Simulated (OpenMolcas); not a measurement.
Ne II: CASPT2 settings compared

```json
{
  "Program": "OpenMolcas 26.06",
  "Basis": "ANO-R2 [4s4p2d1f]",
  "Scalar Hamiltonian": "X2C, finite nucleus",
  "Active space": "7 electrons in 4 orbitals (2s 2p)",
  "State averaging": "2S+1 = 2 odd, 3 roots; 2S+1 = 2 even, 1 root",
  "Spin-orbit coupling": "state interaction with AMFI integrals over the reference wave functions, term energies averaged over their components"
}
```

Methods on the same reference wave functions:
A. CASSCF
B. SS-CASPT2, IPEA 0.2 Eh, real shift 0.4 Eh (closed shells correlated: 1s)
C. SS-CASPT2, IPEA 0.15 Eh, sigma2 regulariser 0.3 Eh (closed shells correlated: 1s)

Energies in cm-1 above 2s2 2p5 2P* 3/2, the measured ground level; measured values from NIST Handbook of Basic Atomic Spectroscopic Data.

```
          Level       A       B       C  Measured
2s2 2p5 2P* 3/2     0.0     0.0     0.0       0.0
2s2 2p5 2P* 1/2     775     775     775       780
  2s 2p6 2S 1/2  239202  221561  221208    217048
```

Deviations, from unrounded energies. A percentage is the sum of absolute deviations over the sum of measured energies, with the sign that they share, or ± where signs differ.

```json
{"Against measurement": "mean absolute deviation (cm-1)", "Levels": "2", "A": "11000", "B": "2300", "C": "2100"}
{"Against measurement": "fine structure of the ground term (%)", "Levels": "1", "A": "-0.7", "B": "-0.7", "C": "-0.7"}
{"Against measurement": "other configurations (%)", "Levels": "1", "A": "+10.2", "B": "+2.1", "C": "+1.9"}
```

C lies closest to measurement on these levels and A furthest from it. The largest miss of C in the table is 2s 2p6 2S 1/2, by +4200 cm-1. The ranking rests on the paired levels alone, and a cruder setting can come out closer through cancelling errors.

Between B and C the level of the table that moves most is 2s 2p6 2S 1/2, by 350 cm-1 (lowest in C, highest in B).

The lowest spin-free term lies below A's lowest term by 0.225 hartree in B, 0.226 hartree in C.

Without dynamic correlation excited terms often stand tens of per cent too high (terms of higher spin than the ground term too low), and those without a measured partner can miss by more than the paired ones (holds for A). Computed and measured levels are paired by configuration, term and J; levels that our copy of the source lacks, or whose pairing is in doubt (as where it misses far off the trend of its configuration), stay unpaired and out of the deviations. Only configurations of the active space appear.

* marks odd parity.
